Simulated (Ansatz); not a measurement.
`FC(F)[O][ZnH]` + H₂ → `[ZnH2]` + `OC(F)F` at 400 K and 1 bar (hydrogenolysis of a Zn–O bond).

Program: Ansatz. Geometries: PBE0-D4/def2-TZVP. ΔE: electronic, gas phase. CCSD(T)/CBS is the MP2 limit (def2-TZVPP, def2-QZVPP) plus CCSD(T) − MP2 in def2-TZVPP, frozen cores. This one scheme is used for every species. For Zn outer-core shells are correlated without core-valence functions, which leaves a few kJ/mol of doubt a bond. Scalar relativity is left out up to krypton. Each species was taken in one conformer, which may not be the lowest.

```tsv
species	CCSD(T)/CBS energy (Eh)	H − E (kJ/mol)	S (J/(mol·K))
`FC(F)[O][ZnH]`	-2092.41029	114.2	369.3
H₂	-1.17544	38.0	139.0
`[ZnH2]`	-1779.54550	43.9	212.3
`OC(F)F`	-314.01610	117.8	293.0
```

H − E and S are ideal-gas, rigid-rotor, harmonic terms from PBE0-D4/def2-TZVP, for one conformer and one mirror image of each species. The MP2-based limit puts H₂ 0.8 mEh under its directly extrapolated value; such offsets cancel only in part. 1 Eh = 2625.50 kJ/mol, R = 8.31446 J/(mol·K).

By hand: ΔE, ΔH, ΔS and ΔG.

ΔE = (-1779.54550) + (-314.01610) − (-2092.41029) − (-1.17544) = 0.02413 Eh = 63.4 kJ/mol. Δ(H − E) = 43.9 + 117.8 − 114.2 − 38.0 = 9.5, so ΔH = 72.9 kJ/mol. ΔS = 212.3 + 293.0 − 369.3 − 139.0 = -3.0 J/(mol·K). ΔG = 72.9 − 400 × (-3.0)/1000 = 74.1 kJ/mol.

By hand: the equilibrium constant, and the temperature at which ΔG would vanish if ΔH and ΔS stayed fixed.

log₁₀ K = −ΔG/(RT ln 10) = -9.7. ΔH and −TΔS have one sign here, so there is no such temperature. One of them is within its doubt of zero, so this could turn.

The number of gas molecules stays the same, so ΔS is small and ΔH decides. A doubt of 5 kJ/mol in ΔE shifts log₁₀ K by 0.7 here. Other conformers and mirror images would add mixing entropy, several J/(mol·K) or more a flexible species. Modes under 60 cm⁻¹, often nearly free rotors, make the harmonic entropy too high. These are equilibria of isolated gas molecules and say nothing of rates. Largest T1 diagnostic: 0.016 (customary marks: 0.02 for closed shells, 0.045 for open ones).
